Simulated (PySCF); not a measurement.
Excitations are Tamm–Dancoff values on a coarser integration grid. The basis has no diffuse functions, so Rydberg states are missing or too high.

Cartesian coordinates (Å):
SMILES: S[Si](S)(S)S
```xyz
9

S     -0.9603     0.8293    -1.7723
Si     0.1579    -0.0918    -0.1884
S      2.1380    -0.0267    -1.0000
S     -0.0821     0.9064     1.6972
S     -0.3330    -2.1371     0.2337
H     -2.1468     0.3629    -1.3131
H      2.7116    -0.1715     0.2194
H     -0.0681     2.1429     1.1413
H     -1.4172    -1.8144     0.9822
```
Charge 0, multiplicity 1.

Q: Give the LUMO, HOMO–LUMO gap, dipole moment, T1 excitation (TDA) and HOMO at the level PySCF with PBE-D3(BJ)/def2-TZVP.

A: 
```yaml
LUMO: -1.70 eV
HOMO–LUMO gap: 4.55 eV
dipole_moment: 1.46 D
T1 excitation (TDA): 4.41 eV
HOMO: -6.25 eV
```
